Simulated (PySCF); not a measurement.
Cards and structures have been mixed up. Pair them.

Structures:
1. `O=S(CO[SiH2]O[SiH3])(=O)O`
2. `CS[SiH2]O`
3. `CC#C[SiH2]P[SiH2]Cl`
4. `COC[C@@H]1CCCC[C@H]1Cl`

Card P (geometry GFN2-xTB):
- Rotational constants A, B, C: 11.552, 2.452, 2.100 GHz
- Static isotropic polarisability (B3LYP/def2-SVPD): 64.6 au
- Isotropic shieldings of nuclei other than C and H, by class (GIAO PBE0/pcSseg-1): 323 (1 O), 359 (1 Si), 714 (1 S) ppm
- Point group: Cs
- HOMO energy (B3LYP/def2-SVPD): -6.65 eV

Card Q (geometry PBE0-D3(BJ)/def2-SVP):
- Rotational constants A, B, C: 1.326, 0.893, 0.602 GHz
- Static isotropic polarisability (B3LYP/def2-SVPD): 113.8 au
- Dipole moment (B3LYP/def2-SVPD): 2.03 D
- Vertical ionisation energy (ΔSCF B3LYP/def2-SVPD): 9.29 eV
- HOMO energy (B3LYP/def2-SVPD): -7.27 eV

Card R (geometry GFN2-xTB):
- Rotational constants A, B, C: 3.770, 0.406, 0.385 GHz
- Static isotropic polarisability (CAM-B3LYP/def2-SVPD): 131.2 au
- HOMO energy (CAM-B3LYP/def2-SVPD): -8.53 eV
- 13C chemical shifts (computed TMS as zero) by class (GIAO PBE0/pcSseg-1): 118.9 (1 C), 79.6 (1 C), 6.3 (1 C) ppm
- Dipole moment (CAM-B3LYP/def2-SVPD): 3.05 D

Card S (geometry GFN2-xTB):
- Rotational constants A, B, C: 3.186, 0.476, 0.463 GHz
- Isotropic shieldings of nuclei other than C and H, by class (GIAO PBE0/pcSseg-1): 110 (2 O), 138 (1 O), 292 (1 O), 310 (1 O), 395 (1 Si), 398 (1 Si), 180 (1 S) ppm
- Point group: C1
- HOMO energy (PBE0/pcSseg-1): -8.19 eV

Species are written as SMILES; each is one conformer at its optimised geometry, gas phase, non-relativistic unless stated; the electronic structure was computed with PySCF and density fitting. NMR classes are plain means over equivalent atoms (diastereotopic ones count apart unless rotation or inversion swaps them), as if these changed places fast.

Q: Which card belongs to which structure?

A: P = 2, Q = 4, R = 3, S = 1. What ties each card to its structure:
- 1 (card S), CH8O5SSi2, monoisotopic mass 188.0 u, 9 heavy atoms: an asymmetric top with C = 0.463 GHz.
- 2 (card P), CH6OSSi, monoisotopic mass 94.0 u, 4 heavy atoms: point group Cs; an asymmetric top with C = 2.100 GHz, the highest such constant on the cards; polarisability 64.6 au for 50 electrons.
- 3 (card R), C3H8ClPSi2, monoisotopic mass 166.0 u, 7 heavy atoms: 3 C in 3 classes; the least shielded carbon (118.9 ppm) is an alkyne carbon; an asymmetric top with C = 0.385 GHz, the lowest such constant on the cards; polarisability 131.2 au for 86 electrons; dipole 3.05 D.
- 4 (card Q), C8H15ClO, monoisotopic mass 162.1 u, 10 heavy atoms: an asymmetric top with C = 0.602 GHz; polarisability 113.8 au for 88 electrons; dipole 2.03 D.
